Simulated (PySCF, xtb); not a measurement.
Mo(O)(NH)(F)(OH) (FH₂MoNO₂), SMILES [NH]=[Mo](=[O])([OH])[F], multiplicity 1.

xtb with GFN2-xTB at its own geometry gives an orbital gap of 3.46 eV and a dipole moment of 5.41 D.

Geometry: B3LYP-D3(BJ)/def2-SVP. The multiplicity is an assumed one; no other spin state was optimised. The structure was generated by enumeration; whether it is a known compound was not checked. The def2 effective core potentials stand for the cores of Mo; spin–orbit coupling is left out. Other conformers were not sampled.

Question: What does B3LYP/def2-TZVP (PySCF) give? (Estimate from the structure and the level; the computed values follow.)

Answer: gap 5.89 eV (levels -8.46 and -2.56 eV), dipole 3.14 D.
